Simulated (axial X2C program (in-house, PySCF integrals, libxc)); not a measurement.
MoO⁻: properties at the nuclei

Calculated with an in-house all-electron X2C program for linear molecules (integrals from PySCF): two-component X2C with atomic mean-field Coulomb and Gaunt terms, Gaussian nuclei, basis Mo dyall-acv3z, O dyall-av3z with contracted cores.

R = 1.737 Å (near the PBE0 minimum at charge -1 of the determinant lowest at the starting distance; the state shown can have its own minimum elsewhere).

Input and command:
```json
{"zs": [42, 8], "q": -1, "bas": ["dyall-acv3z", "dyall-av3z"], "r0": 1.78, "levels": ["PBE0", "HF", "BHandHLYP", "TPSSh", "PBE50"], "nst": 3}
```
```bash
python soeom.py task.json out
```

Keys: zs atomic numbers; q charge; bas basis sets; r0 starting distance in Å; levels methods; nst determinants followed.

Determinant lowest in the PBE0 search, Ω = 5/2 (⟨Sz⟩ = 2.50, ⟨Lz⟩ = 0.00 at PBE0), spin on the atoms Mo 2.46, O 0.04:

| level | Eeff magnitude (GV/cm) | Ws magnitude Mo (kHz) | A∥/gI Mo (MHz) | qzz Mo (a.u.) | A∥/gI O (MHz) | qzz O (a.u.) |
| --- | --- | --- | --- | --- | --- | --- |
| PBE0 | 1.55 | 0.427 | 497 | 0.52 | -4.27 | 0.13 |
| HF | 2.7 | 0.667 | 266 | 1.02 | -22.4 | -0.07 |
| BHandHLYP | 2.96 | 0.719 | 242 | 0.36 | 32.7 | -0.01 |
| TPSSh | 1.44 | 0.41 | 502 | 0.39 | -4.06 | 0.10 |
| PBE50 | 2.02 | 0.531 | 434 | 0.62 | -5.87 | 0.13 |

Eeff is the effective electric field on the electron electric dipole moment in this Ω state and Ws the scalar–pseudoscalar constant of the nucleus named (defined with the proton number Z and per Ω); A∥ (defined per Ω) follows by multiplying with gI = μI/(I μN); qzz is the electric field gradient, eQq0 = 234.96 MHz × Q/barn × qzz. The operators were transformed with the bare-nucleus X2C matrices; with these basis sets, hyperfine constants and field gradients can be off by tens of per cent, and where levels differ in sign neither size nor sign is settled.

Each state is one determinant with collinear spin, which with several unpaired electrons need not be a pure state. Unrestricted Hartree–Fock can overshoot spin polarisation at the nuclei. For an anion, determinants above electron detachment, or with a positive highest level, are held by the basis set. This is the top spin component of a Σ state; components of lower Ω are not single determinants and can lie lower. With several open shells hyperfine constants can be off by a factor of several. Where Eeff spreads by more than a factor of two the levels disagree and none is to be relied on. At BHandHLYP a later determinant lies lower. States lie within half an eV, so the first need not be the ground state. Further determinants of the search, some of them spin-mixed, are not shown. Where a field gradient or hyperfine factor spreads by more than a factor of two over the levels, a constant derived from it is not to be relied on.
